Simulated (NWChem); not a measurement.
System: C$_{2}$H$_{7}$ClSi; SMILES [SiH3]CCCl

Input file for NWChem:

```
start job
memory heap 200 mb stack 900 mb global 1100 mb
geometry units angstroms noautoz
  Si     0.475095     1.677217     0.046901
  C     -1.018564     0.568779    -0.334075
  C     -1.008116    -0.795048     0.326286
  Cl     0.481868    -1.717794    -0.060859
  H      0.116800     3.085176    -0.310419
  H      0.787518     1.621956     1.508889
  H      1.683993     1.287619    -0.733776
  H     -1.098299     0.461011    -1.429094
  H     -1.927469     1.104944    -0.007443
  H     -1.045336    -0.714151     1.422124
  H     -1.850973    -1.419914    -0.001536
end
basis spherical
  * library 6-31g*
end
dft
  xc b3lyp
  iterations 150
  vectors input atomic output neutral.movecs
end
task dft energy
charge 1
dft
  odft
  mult 2
  vectors input atomic output cation.movecs
end
task dft energy
```

Output (shortened):

```
             Northwest Computational Chemistry Package (NWChem) 7.3.0
             --------------------------------------------------------

 C1  symmetry detected

                             Geometry "geometry" -> ""
                             -------------------------

 Output coordinates in angstroms (scale by  1.889725989 to convert to a.u.)

  No.       Tag          Charge          X              Y              Z
 ---- ---------------- ---------- -------------- -------------- --------------
    1 Si                  14.0000     0.47842647     1.71273497     0.05533637
    2 C                    6.0000    -1.00697973     0.59752546    -0.33794587
    3 C                    6.0000    -0.99267910    -0.76863142     0.31750876
    4 Cl                  17.0000     0.50447908    -1.68177074    -0.06470545
    5 H                    1.0000     0.11437036     3.12000653    -0.29885474
    6 H                    1.0000     0.78305748     1.65383760     1.51882599
    7 H                    1.0000     1.69374985     1.33263109    -0.72002657
    8 H                    1.0000    -1.08006242     0.49333018    -1.43377455
    9 H                    1.0000    -1.92061442     1.12749977    -0.01442067
   10 H                    1.0000    -1.03640450    -0.69195083     1.41340964
   11 H                    1.0000    -1.83025836    -1.39690555    -0.01725282

 Effective nuclear repulsion energy (a.u.)     210.5998849654

                                 NWChem DFT Module
                                 -----------------

 Summary of "ao basis" -> "ao basis" (spherical)
 ------------------------------------------------------------------------------
       Tag                 Description            Shells   Functions and Types
 ---------------- ------------------------------  ------  ---------------------
 Si                          6-31g*                  8       18   4s3p1d
 C                           6-31g*                  6       14   3s2p1d
 Cl                          6-31g*                  8       18   4s3p1d
 H                           6-31g*                  2        2   2s

            General Information
            -------------------
          SCF calculation type: DFT
          Wavefunction type:  closed shell.
          No. of atoms     :    11
          No. of electrons :    50
           Alpha electrons :    25
            Beta electrons :    25
          Charge           :     0
          Spin multiplicity:     1
          Use of symmetry is: off; symmetry adaption is: off
          Maximum number of iterations: 150
          AO basis - number of functions:    78
                     number of shells:    42
          Convergence on energy requested:  1.00D-06
          Convergence on density requested:  1.00D-05
          Convergence on gradient requested:  5.00D-04

              XC Information
              --------------
                         B3LYP Method XC Potential
                     Hartree-Fock (Exact) Exchange  0.200
                        Slater Exchange Functional  0.800 local
                    Becke 1988 Exchange Functional  0.720 non-local
              Lee-Yang-Parr Correlation Functional  0.810
                  VWN I RPA Correlation Functional  0.190 local

             Grid Information
             ----------------
          Grid used for XC integration:  medium
          Radial quadrature: Mura-Knowles
          Angular quadrature: Lebedev.
          Tag              B.-S. Rad. Rad. Pts. Rad. Cut. Ang. Pts.
          ---              ---------- --------- --------- ---------
          Si                  1.10       88          10.0       590
          C                   0.70       49          10.0       434
          Cl                  1.00       88          11.0       590
          H                   0.35       45          12.0       434
          Grid pruning is: on
          Number of quadrature shells:   589
          Spatial weights used:  Erf1

      Superposition of Atomic Density Guess
      -------------------------------------

 Sum of atomic energies:        -827.07602631

      Non-variational initial energy
      ------------------------------

 Total energy =    -828.912298
 1-e energy   =   -1559.164149
 2-e energy   =     519.651965
 HOMO         =      -0.335268
 LUMO         =       0.066788

   convergence    iter        energy       DeltaE   RMS-Dens  Diis-err
 ---------------- ----- ----------------- --------- --------- ---------
 d= 0,ls=0.0,diis     1   -830.0565639266 -1.04D+03  1.09D-02  4.08D-01
 d= 0,ls=0.0,diis     2   -830.0632265534 -6.66D-03  6.99D-03  3.42D-01
 d= 0,ls=0.0,diis     3   -830.1030869640 -3.99D-02  1.76D-03  3.56D-02
 d= 0,ls=0.0,diis     4   -830.1077259980 -4.64D-03  3.03D-04  7.82D-04
 d= 0,ls=0.0,diis     5   -830.1078269352 -1.01D-04  8.45D-05  6.92D-05
  Resetting Diis
 d= 0,ls=0.0,diis     6   -830.1078353492 -8.41D-06  2.56D-05  4.38D-06
 d= 0,ls=0.0,diis     7   -830.1078359934 -6.44D-07  5.35D-06  7.62D-08

         Total DFT energy =     -830.107835993398
      One electron energy =    -1562.615591641706
           Coulomb energy =      584.601314842578
    Exchange-Corr. energy =      -62.693444159669
 Nuclear repulsion energy =      210.599884965398

 Numeric. integr. density =       50.000021778762

                       DFT Final Molecular Orbital Analysis
                       ------------------------------------

 Vector   23  Occ=2.000000D+00  E=-3.233130D-01
              MO Center= -3.0D-01,  5.9D-01, -1.1D-01, r^2= 3.5D+00
   Bfn.  Coefficient  Atom+Function         Bfn.  Coefficient  Atom+Function
  ----- ------------  ---------------      ----- ------------  ---------------
    21      0.321719   2 C  px                7     -0.228961   1 Si px
     8     -0.229394   1 Si py               54     -0.209129   4 Cl py
    55     -0.206822   4 Cl pz               25      0.195411   2 C  px
    22      0.177714   2 C  py               24      0.127595   2 C  s
    23      0.125803   2 C  pz               59     -0.112527   4 Cl pz

 Vector   24  Occ=2.000000D+00  E=-2.981284D-01
              MO Center=  3.2D-01, -1.4D+00, -4.8D-02, r^2= 2.1D+00
   Bfn.  Coefficient  Atom+Function         Bfn.  Coefficient  Atom+Function
  ----- ------------  ---------------      ----- ------------  ---------------
    54      0.522805   4 Cl py               55     -0.395158   4 Cl pz
    58      0.294729   4 Cl py               59     -0.221958   4 Cl pz
    53      0.212992   4 Cl px               50     -0.203612   4 Cl py
    51      0.154163   4 Cl pz               22      0.147668   2 C  py
    24     -0.137132   2 C  s                36     -0.116240   3 C  py

 Vector   25  Occ=2.000000D+00  E=-2.943401D-01
              MO Center=  1.6D-01, -1.3D+00,  9.3D-03, r^2= 2.6D+00
   Bfn.  Coefficient  Atom+Function         Bfn.  Coefficient  Atom+Function
  ----- ------------  ---------------      ----- ------------  ---------------
    55      0.511957   4 Cl pz               53      0.311222   4 Cl px
    59      0.294116   4 Cl pz               54      0.238804   4 Cl py
    51     -0.199699   4 Cl pz               57      0.175432   4 Cl px
    78      0.166178  11 H  s                76     -0.155140  10 H  s
    77      0.135440  11 H  s                37     -0.134584   3 C  pz

 Vector   26  Occ=0.000000D+00  E= 2.511764D-02
              MO Center=  4.8D-02, -2.9D-01,  7.7D-02, r^2= 5.4D+00
   Bfn.  Coefficient  Atom+Function         Bfn.  Coefficient  Atom+Function
  ----- ------------  ---------------      ----- ------------  ---------------
    38      1.118775   3 C  s                24      0.613096   2 C  s
    57      0.606988   4 Cl px               56     -0.506137   4 Cl s
    11      0.479460   1 Si px               39      0.462872   3 C  px
    12      0.459426   1 Si py               40     -0.349095   3 C  py
    53      0.318004   4 Cl px               58     -0.294880   4 Cl py

 Vector   27  Occ=0.000000D+00  E= 4.445496D-02
              MO Center=  2.1D-01,  9.6D-01,  9.3D-02, r^2= 6.4D+00
   Bfn.  Coefficient  Atom+Function         Bfn.  Coefficient  Atom+Function
  ----- ------------  ---------------      ----- ------------  ---------------
    24      1.041354   2 C  s                11      1.017228   1 Si px
    38     -0.505111   3 C  s                57     -0.432098   4 Cl px
    70     -0.420231   7 H  s                12      0.410499   1 Si py
    56      0.411959   4 Cl s                39     -0.373208   3 C  px
    58      0.318681   4 Cl py               10     -0.283188   1 Si s

 Vector   28  Occ=0.000000D+00  E= 6.339252D-02
              MO Center=  3.0D-02,  1.2D+00, -1.3D-01, r^2= 5.3D+00
   Bfn.  Coefficient  Atom+Function         Bfn.  Coefficient  Atom+Function
  ----- ------------  ---------------      ----- ------------  ---------------
    13      1.157383   1 Si pz               68     -0.968374   6 H  s
    38     -0.807268   3 C  s                66      0.582606   5 H  s
    78      0.458541  11 H  s                70      0.368275   7 H  s
    74      0.344634   9 H  s                76      0.340811  10 H  s
    12     -0.323171   1 Si py                9      0.263658   1 Si pz

     Multipole analysis of the density
     ---------------------------------

     L   x y z        total         alpha         beta         nuclear
     -   - - -        -----         -----         ----         -------
     0   0 0 0     -0.000000    -25.000000    -25.000000     50.000000

     1   1 0 0     -0.817669     -0.408834     -0.408834     -0.000000
     1   0 1 0      0.285392      0.142696      0.142696      0.000000
     1   0 0 1      0.059857      0.029929      0.029929     -0.000000

     2   2 0 0    -29.070606    -72.211231    -72.211231    115.351856
     2   1 1 0      0.674518     -4.128604     -4.128604      8.931727
     2   1 0 1     -0.288892     -0.224828     -0.224828      0.160765
     2   0 2 0    -32.995869   -218.312590   -218.312590    403.629312
     2   0 1 1     -0.343434      0.822153      0.822153     -1.987739
     2   0 0 2    -30.117891    -30.008648    -30.008648     29.899404

                                 NWChem DFT Module
                                 -----------------

            General Information
            -------------------
          SCF calculation type: DFT
          Wavefunction type:  spin polarized.
          No. of atoms     :    11
          No. of electrons :    49
           Alpha electrons :    25
            Beta electrons :    24
          Charge           :     1
          Spin multiplicity:     2
          Use of symmetry is: off; symmetry adaption is: off
          Maximum number of iterations: 150
          AO basis - number of functions:    78
                     number of shells:    42
          Convergence on energy requested:  1.00D-06
          Convergence on density requested:  1.00D-05
          Convergence on gradient requested:  5.00D-04

              XC Information
              --------------
                         B3LYP Method XC Potential
                     Hartree-Fock (Exact) Exchange  0.200
                        Slater Exchange Functional  0.800 local
                    Becke 1988 Exchange Functional  0.720 non-local
              Lee-Yang-Parr Correlation Functional  0.810
                  VWN I RPA Correlation Functional  0.190 local

             Grid Information
             ----------------
          Grid used for XC integration:  medium
          Radial quadrature: Mura-Knowles
          Angular quadrature: Lebedev.
          Tag              B.-S. Rad. Rad. Pts. Rad. Cut. Ang. Pts.
          ---              ---------- --------- --------- ---------
          Si                  1.10       88          10.0       590
          C                   0.70       49          10.0       434
          Cl                  1.00       88          11.0       590
          H                   0.35       45          12.0       434
          Grid pruning is: on
          Number of quadrature shells:   589
          Spatial weights used:  Erf1

      Superposition of Atomic Density Guess
      -------------------------------------

 Sum of atomic energies:        -827.07602631

 Renormalizing density from      50.00 to     49

      Non-variational initial energy
      ------------------------------

 Total energy =    -818.307234
 1-e energy   =   -1527.980866
 2-e energy   =     499.073747
 HOMO         =      -0.606838
 LUMO         =      -0.222371

   convergence    iter        energy       DeltaE   RMS-Dens  Diis-err
 ---------------- ----- ----------------- --------- --------- ---------
 d= 0,ls=0.0,diis     1   -829.5947708686 -1.04D+03  1.09D-02  2.50D-01
                                                     1.53D-02  2.49D-01
 d= 0,ls=0.0,diis     2   -829.3788617898  2.16D-01  8.91D-03  5.46D-01
                                                     1.42D-02  4.49D-01
 d= 0,ls=0.0,diis     3   -829.6602941953 -2.81D-01  2.67D-03  8.37D-02
                                                     8.49D-03  8.01D-02
 d= 0,ls=0.0,diis     4   -829.6987393770 -3.84D-02  1.17D-03  3.86D-02
                                                     3.16D-03  3.76D-02
 d= 0,ls=0.0,diis     5   -829.7234836613 -2.47D-02  3.17D-04  1.02D-03
                                                     6.29D-04  8.49D-04
  Resetting Diis
 d= 0,ls=0.0,diis     6   -829.7237356655 -2.52D-04  1.72D-04  5.53D-04
                                                     3.30D-04  5.14D-04
 d= 0,ls=0.0,diis     7   -829.7241126565 -3.77D-04  2.58D-04  1.01D-04
                                                     6.30D-04  8.53D-05
 d= 0,ls=0.0,diis     8   -829.7236691950  4.43D-04  1.81D-04  7.12D-04
                                                     5.77D-04  7.82D-04
 d= 0,ls=0.0,diis     9   -829.7242221640 -5.53D-04  4.41D-05  2.19D-05
                                                     1.62D-04  1.82D-05
 d= 0,ls=0.0,diis    10   -829.7242563323 -3.42D-05  8.94D-05  7.53D-06
                                                     3.92D-04  5.59D-06
 d= 0,ls=0.0,diis    11   -829.7242972667 -4.09D-05  2.84D-05  7.55D-07
                                                     1.19D-04  4.69D-07
 d= 0,ls=0.0,diis    12   -829.7243027401 -5.47D-06  1.84D-05  2.88D-07
                                                     9.37D-05  1.84D-07
 d= 0,ls=0.0,diis    13   -829.7243052860 -2.55D-06  9.80D-06  1.39D-07
                                                     5.32D-05  1.68D-07
 d= 0,ls=0.0,diis    14   -829.7243063055 -1.02D-06  5.76D-06  6.38D-08
                                                     4.34D-05  6.38D-08
 d= 0,ls=0.0,diis    15   -829.7243070306 -7.25D-07  6.02D-06  3.20D-08
                                                     5.45D-05  3.54D-08
 d= 0,ls=0.0,diis    16   -829.7243077390 -7.08D-07  8.36D-06  1.99D-08
                                                     8.41D-05  2.01D-08
 d= 0,ls=0.0,diis    17   -829.7243083397 -6.01D-07  3.52D-06  6.48D-09
                                                     3.12D-05  4.77D-09
 d= 0,ls=0.0,diis    18   -829.7243083992 -5.95D-08  9.83D-07  4.96D-09
                                                     4.35D-06  3.86D-09

         Total DFT energy =     -829.724308399210
      One electron energy =    -1551.072179239562
           Coulomb energy =      573.078145538984
    Exchange-Corr. energy =      -62.330159664030
 Nuclear repulsion energy =      210.599884965398

 Numeric. integr. density =       49.000018939791

                    DFT Final Alpha Molecular Orbital Analysis
                    ------------------------------------------

[...]
```

Level: B3LYP/6-31G* (spherical d), vertical spin-unrestricted ions. Structure relaxed at the PBE0/def2-SVP level. B3LYP is NWChem's, with the RPA form of VWN correlation.
